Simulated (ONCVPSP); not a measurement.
# Ranking ONCV potentials for Pb

All share these settings but for the change named:

```
Element                 : lead (Pb)
Generator               : ONCVPSP 4.0.1
Type                    : optimised norm-conserving Vanderbilt (ONCV)
Functional              : PBE
Relativity              : fully relativistic
Frozen core             : [Kr] 4d10 4f14
Valence charge          : 22
Reference configuration : 5s2 5p6 5d10 6s2 6p2
Partial waves           : 5s+6s: rc 1.40 bohr, ncon 4, nbas 7, qcut 10.9 1/bohr, 2 projectors; 5p+6p: rc 1.30 bohr, ncon 4, nbas 7, qcut 11.1 1/bohr, 2 projectors; 5d: rc 1.60 bohr, ncon 4, nbas 9, qcut 11.6 1/bohr, 3 projectors, debl 3.6 Ha; f scattering state at 0.28 Ha: rc 1.70 bohr, ncon 5, nbas 9, qcut 7.4 1/bohr, 2 projectors, debl 4 Ha
Local potential         : polynomial inside 1.25 bohr (lpopt 5, dvloc0 0 Ha)
Core correction         : Teter function, fcfact 5, rcfact 1.4
```

Open shells are filled in proportion to 2j + 1.

Test errors are all-electron minus pseudo excitation energies from the reference, over 5s2 5p6 5d10 6s2 6p1; 5s2 5p6 5d10 6s2 6p0; 5s2 5p6 5d10 6s1 6p0; 5s2 5p6 5d10 6s1 6p2. None of these files shows a bound ghost.

The base gives 1.2 meV.

Of 6 variants that were run, those that failed, showed a ghost or another fault, or gave nearly equal values are left out.

A variant can come out equal or close to the base, since the largest error may sit in a test that the change hardly touches while other tests move.

Rank these variants by their largest absolute test error, smallest first.
A. s: rc 1.96
B. s: rc 1.86
C. s: rc 1.46
D. s: rc 1.58

C (1.2 meV), D (2.0 meV), B (3.9 meV), A (4.4 meV).
